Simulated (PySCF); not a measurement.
Computed vibrations of [Y(H2O)2]3+

[Y(H2O)2]3+ (singlet). PySCF 2.14.0, RKS PBE0, Y def2-SVP with ECP28, O def2-SVP, H def2-SVP; non-relativistic Hamiltonian with scalar-relativistic core potentials where named; density fitting; no spin-orbit coupling. Central differences of gradients.

```xyz
7

Y     0.0000    0.0000    0.0000
O     0.0000    0.0000    2.2119
H     0.5469    0.5469    2.8361
H    -0.5469   -0.5469    2.8361
O     0.0000    0.0000   -2.2119
H     0.5469   -0.5469   -2.8361
H    -0.5469    0.5469   -2.8361
```

Run from Python with OMP_NUM_THREADS=2. Where DIIS fails, smearing, a level shift and second-order steps follow.
It took 17 s on 2 threads of Intel(R) Xeon(R) Platinum 8488C (Sapphire Rapids) (shared host).

**Question.** What are the harmonic wavenumbers and infrared intensities?

**Answer.** Modes are labelled in D2d; negative numbers are unstable modes, those under 60 cm⁻¹ near the noise; a finer grid moves soft modes by up to 10 cm⁻¹.
| cm⁻¹ | km/mol | symmetry |
| --- | --- | --- |
| -75 | – | e |
| -75 | – | e |
| 153 | 0.0 | b1 |
| 442 | 0.0 | a1 |
| 474 | 106.7 | b2 |
| 647 | 62.1 | e |
| 647 | 62.1 | e |
| 732 | 438.2 | e |
| 732 | 438.2 | e |
| 1661 | 333.4 | b2 |
| 1664 | 0.0 | a1 |
| 3490 | 1457.6 | b2 |
| 3510 | 0.0 | a1 |
| 3519 | 504.2 | e |
| 3519 | 504.2 | e |

**Question.** Is this a minimum?

**Answer.** No: 2 unstable; the lowest moves the atoms so:
```
Y   -0.12 -0.05  0.00
O    0.29  0.11  0.00
H    0.40  0.14 -0.12
H    0.40  0.14  0.12
O    0.29  0.11  0.00
H    0.41  0.17  0.05
H    0.41  0.17 -0.05
```
